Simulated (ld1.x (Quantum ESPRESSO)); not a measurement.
# Ranking TM potentials for bismuth (Bi)

All share these settings but for the change named:

| Quantity | Value |
| --- | --- |
| Element | bismuth |
| Generator | ld1.x (Quantum ESPRESSO) 7.5 |
| Type | norm-conserving Troullier–Martins (Kleinman–Bylander form) |
| Functional | PBE |
| Relativity | scalar-relativistic |
| Frozen core | [Xe] 4f14 |
| Valence charge | 15 |
| Reference configuration | 5d10 6s2 6p2.5 (charge +0.5) |
| Partial waves | 6s (bound): rc 1.50 bohr; 5d (bound): rc 1.90 bohr; 5f channel at 0.15 Ry: rc 2.05 bohr; 6p (bound): rc 2.60 bohr |
| Local potential | the p channel |
| Core correction | none |

Test errors are all-electron minus pseudo excitation energies from the reference, over 5d10 6s2 6p3; 5d10 6s2 6p2; 5d10 6s2 6p1; 5d10 6s2 6p3.3; 5d10 6s1 6p4; 5d9 6s2 6p3; 5d9 6s2 6p4. None of these files shows a bound ghost.

The base gives 214.5 meV.

Of 8 variants that were run, those that failed, showed a ghost or another fault, or gave nearly equal values are left out.

A variant can come out equal or close to the base, since the largest error may sit in a test that the change hardly touches while other tests move.

Question: Rank these variants by their largest absolute test error, smallest first.
A. wave 6s (bound): rc 1.50 bohr becomes 6s (bound): rc 2.06 bohr
B. all radii scaled by about 0.78 (s 1.18, p 2.02, d 1.48, f 1.60 bohr)
C. type TM semilocal; local potential the f channel

Answer: C (92.1 meV), B (192.8 meV), A (235.6 meV).
